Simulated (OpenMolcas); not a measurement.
**Hf2+: the spin-orbit constant, worked from levels**

* Program: OpenMolcas 26.06
* Basis: ANO-R3 [9s7p7d4f3g1h]
* Scalar Hamiltonian: X2C, finite nucleus
* Active space: 2 electrons in 5 orbitals (5d)
* State averaging: 2S+1 = 3 even, 10 roots; 2S+1 = 1 even, 15 roots
* Spin-orbit coupling: state interaction with AMFI integrals over the reference wave functions, term energies averaged over their components

Methods: CASSCF; SS-CASPT2, IPEA 0.25 Eh, imaginary shift 0.1 Eh (closed shells correlated: 5s 5p).

**The spin-orbit constant.** For the Hund term 3F of d2, E(J) = (A/2) J(J+1) + constant and ζ = 2S·A = 2A. From J = 2 to J = 4 the energy changes by 7 A.

```csv
Source,E(4) - E(2),A,ζ
CASSCF,6256.3,893.8,1788
SS-CASPT2,6448.4,921.2,1842
```

All in cm-1. Both methods take the spin-orbit matrix elements from the reference wave functions, so the second can move ζ only through the term energies and any multistate remixing. Second-order mixing with other terms is absorbed into this ζ.

CASPT2 breaks the degeneracy within a term, and the mean is taken; among the terms shown or strongly mixed into the levels shown the widest spread is 340 cm-1 (5d2 3F, SS-CASPT2). Configurations with an s electron lie low in 5d ions of this charge, fall among these levels and mix in, so low-spin terms can stand far too high, up to twice their true height, and weights are not those of the real levels. Without dynamic correlation excited terms often stand tens of per cent too high (terms of higher spin than the ground term too low), and those without a measured partner can miss by more than the paired ones (holds for CASSCF). Levels of configurations outside the active space are missing.
